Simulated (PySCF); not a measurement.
This PySCF input asks for the NMR shieldings of `[BH3-][O+]1C[C@@H]2C=C[SiH2][C@H]1C2`, C$_{6}$H$_{13}$BOSi; the geometry comes from GFN2-xTB.

```python
import basis_set_exchange as bse
import numpy as np
from pyscf import gto, dft
from pyscf.prop import nmr

atoms = """
B     2.479553    0.442556   -0.726391
O     0.910751    0.109450   -0.473649
C     0.641024   -1.257064   -0.210154
C    -0.611647   -1.257118    0.674507
C    -1.850589   -1.068552   -0.155169
C    -2.192277    0.083116   -0.725145
Si   -1.150775    1.641112   -0.550516
C     0.249029    0.930079    0.528840
C    -0.301747   -0.045450    1.555632
H     2.491672    1.597637   -1.008193
H     3.053777    0.191520    0.292164
H     2.785003   -0.268926   -1.628982
H     0.501332   -1.767133   -1.166489
H     1.487131   -1.711095    0.317926
H    -0.683675   -2.182649    1.249250
H    -2.456596   -1.956898   -0.289747
H    -3.099285    0.113920   -1.313464
H    -0.593005    2.071891   -1.826724
H    -1.904675    2.695550    0.139750
H     0.974161    1.623216    0.949192
H     0.445934   -0.309598    2.307232
H    -1.185507    0.343823    2.059282
"""
names = dict.fromkeys(["B", "O", "C", "Si", "H"], "pcSseg-1")
basis = {el: gto.basis.parse(bse.get_basis(n, elements=[el], fmt="nwchem")) for el, n in names.items()}
mol = gto.M(atom=atoms, basis=basis, charge=0, verbose=0)
mf = dft.RKS(mol, xc="PBE0")
mf.grids.level = 2
mf.grids.alignment = dft.numint.BLKSIZE   # the property module wants whole blocks of grid points
mf.conv_tol = 1e-9
mf.kernel()

calc = nmr.RKS(mf)   # GIAO
C = mf.mo_coeff
Co = C[:, mf.mo_occ > 0]
resp = mf.gen_response(singlet=True, hermi=2)
def vind(x):   # induced exchange potential for any number of trial vectors
    d = np.einsum("pi,xij,qj->xpq", C, 2 * x.reshape(-1, C.shape[1], Co.shape[1]), Co, optimize=True)
    return np.einsum("xpq,pi,qj->xij", resp(d - d.transpose(0, 2, 1)), C, Co, optimize=True).ravel()
mo1, _ = nmr.rhf.solve_mo1(calc, with_cphf=vind)
sigma = calc.kernel(mo1)
for i, s in enumerate(sigma):   # ppm
    w = np.linalg.eigvalsh((s + s.T) / 2)
    print("%2d %-2s iso %8.1f  s11 %8.1f  s22 %8.1f  s33 %8.1f" % (i, mol.atom_pure_symbol(i), w.mean(), *w))
```

**Question.** Give the expected output.

**Answer.** 
```
 0 B  iso    103.4  s11     76.9  s22     80.2  s33    153.0
 1 O  iso    299.2  s11    186.7  s22    351.6  s33    359.3
 2 C  iso    102.4  s11     60.3  s22     97.1  s33    149.9
 3 C  iso    142.1  s11    128.0  s22    144.6  s33    153.8
 4 C  iso     24.3  s11   -100.1  s22     18.8  s33    154.1
 5 C  iso     58.2  s11    -58.6  s22     53.8  s33    179.4
 6 Si iso    400.7  s11    368.8  s22    403.7  s33    429.5
 7 C  iso    105.9  s11     53.5  s22     82.5  s33    181.5
 8 C  iso    151.3  s11    136.7  s22    146.6  s33    170.7
 9 H  iso     28.6  s11     25.1  s22     25.7  s33     35.0
10 H  iso     28.7  s11     24.9  s22     26.1  s33     35.2
11 H  iso     28.7  s11     25.5  s22     25.7  s33     35.0
12 H  iso     27.6  s11     23.5  s22     26.3  s33     33.1
13 H  iso     27.8  s11     22.7  s22     27.3  s33     33.3
14 H  iso     28.9  s11     24.3  s22     26.4  s33     35.8
15 H  iso     24.2  s11     22.3  s22     24.0  s33     26.2
16 H  iso     25.6  s11     24.1  s22     25.5  s33     27.0
17 H  iso     27.3  s11     23.6  s22     25.9  s33     32.4
18 H  iso     27.1  s11     23.9  s22     24.3  s33     33.2
19 H  iso     27.1  s11     23.7  s22     26.8  s33     30.8
20 H  iso     29.1  s11     24.6  s22     26.5  s33     36.1
21 H  iso     29.8  s11     25.9  s22     27.4  s33     36.3
```

These numbers come from an equivalent density-fitted implementation of the same equations, which agrees with the script to about 0.01 ppm for H and up to a few tenths of a ppm for heavy atoms, so last digits may differ.

Size and cost of the density-fitted run: 225 basis functions, 59 s wall time on 1 thread of an Arm Neoverse V1, shared host; peak memory 1.1 GiB.
